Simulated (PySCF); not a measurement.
A structure optimised at PBE-D3(BJ)/def2-SVP, used in a PySCF frequency run:

```xyz
6

O      0.0000     0.0000    -3.3546
C      0.0000     0.0000    -2.1858
B      0.0000     0.0000    -0.7414
B      0.0000     0.0000     0.7414
C      0.0000     0.0000     2.1858
O      0.0000     0.0000     3.3546
```
Charge 0, spin multiplicity 1.

Q: Write its SMILES, formula and point group.

A: [O+]#C[B-]#[B-]C#[O+], C₂B₂O₂, D∞h

Q: What are its rotational constants (standard atomic weights)?

A: 1.0383 GHz (linear rotor, B only)
